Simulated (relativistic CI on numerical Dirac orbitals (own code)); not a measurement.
Calculated at this level of theory: Dirac-Coulomb-Breit CI, separate exchange-only KLI orbitals for each configuration, model QED, unscaled Slater integrals (own radial code, finite nucleus).

The strongest absorption lines from the ground level of an ion, among the configurations computed and to levels below about 8050 eV (vacuum wavelength in Å, gf): 2.0876 (0.087), 2.1295 (0.07), 2.8667 (0.25), 2.9555 (0.0049), 3.0321 (0.26), 6.5551 (0.00037), 16.034 (0.68), 68.830 (0.051).

Q: Which ion is it?
A. Fr⁷⁵⁺
B. Tl⁶⁷⁺
C. Tm⁵⁷⁺
D. Tl⁶⁹⁺

A: D. Tl⁶⁹⁺ has 12 electrons and the ground level 3s² ¹S0; the strongest line goes to 3s3p ¹P°1. The pattern of lines fixes the number of electrons, and along that sequence the line energies rise steadily with the charge (about as its square where n changes within one kind of shell, about linearly where n is kept but much faster in heavy ions where fine structure, which grows about as Z⁴, sets the gap, and irregularly where shells cross), which fixes Z. Configurations outside the model, such as inner-shell arrays, can give stronger lines. At this charge energies of transitions that change n are usually good to better than 1 %, and those within a shell (Δn = 0) to a few per cent.

LS names give the leading component of a level, which can be under half, so a name can repeat, a term be missing and a line seem to break the LS rules.
